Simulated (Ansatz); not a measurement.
A nudged elastic band was laid between two geometries of C2H4OSi (8 atoms, charge 0, multiplicity 1).

All numbers below come from Ansatz 0.2.0, RKS BHLYP-D4/6-31G*.

```
movable images  : 7
climbing image  : yes
spring          : 5.0 eV/Å²
optimiser       : quadratic models (default)
start path      : IDPP
force threshold : 0.05 eV/Å
iteration limit : 60
end points      : relaxed
```

Initial state:

```xyz
8
Properties=species:S:1:pos:R:3
O 1.446 -1.278 1.955
C 1.190 -0.648 1.021
C 0.865 0.058 -0.029
Si -0.906 0.286 -0.510
H 1.676 0.494 -0.590
H -1.285 1.713 -0.483
H -1.154 -0.224 -1.872
H -1.741 -0.458 0.452
```

Final state:

```xyz
8
Properties=species:S:1:pos:R:3
O 2.182 -1.680 -0.132
C 1.488 -0.810 0.178
C 0.677 0.161 0.504
Si -0.981 0.327 -0.297
H 1.027 0.851 1.257
H -1.103 1.617 -1.004
H -1.134 -0.776 -1.265
H -2.064 0.253 0.704
```

Task: What changes between the two ends?

Result: No bond is made or broken. The dihedral C2–C3–Si4–H6 goes from 119 to -120°. The two ends are copies of one structure, up to a mirror image or an exchange of like atoms.

Task: What energy profile does the band end with?

Result: The forces met the threshold. The highest image is number 4 of 0 to 8, 4.5 kJ/mol above the ends, which have the same energy within 2 meV. A vibrational analysis at the climbing image gives one clearly imaginary mode, 104i cm⁻¹: a first-order saddle point.

```
image  path coordinate (Å)  energy (kJ/mol)  dihedral C2–C3–Si4–H6 (°)
    0                 0.00              0.0                        119
    1                 0.43              0.6                        135
    2                 0.86              2.3                        150
    3                 1.28              3.8                        165
    4                 1.71              4.5                        180
    5                 2.14              3.9                       -166
    6                 2.56              2.3                       -151
    7                 2.98              0.7                       -135
    8                 3.41              0.0                       -120
```

Task: What is the geometry of the highest image?

Result: 
```xyz
8
Properties=species:S:1:pos:R:3
O 1.792 -1.896 0.998
C 1.340 -0.898 0.634
C 0.791 0.211 0.213
Si -0.953 0.318 -0.404
H 1.413 1.092 0.237
H -1.181 1.727 -0.774
H -1.179 -0.536 -1.587
H -1.932 -0.076 0.629
```

Task: What are the harmonic wavenumbers there?

Result: 104i, 153, 456, 576, 602, 640, 715, 835, 981, 990, 1017, 1139, 1383, 2295, 2324, 2336, 2342, 3295 cm⁻¹.

The band took 6 iterations and roughly 90 core-seconds.

Time of the run: 91 s on 1 thread of Intel(R) Xeon(R) 6975P-C (Granite Rapids) (shared host), peak memory 0.15 GiB.
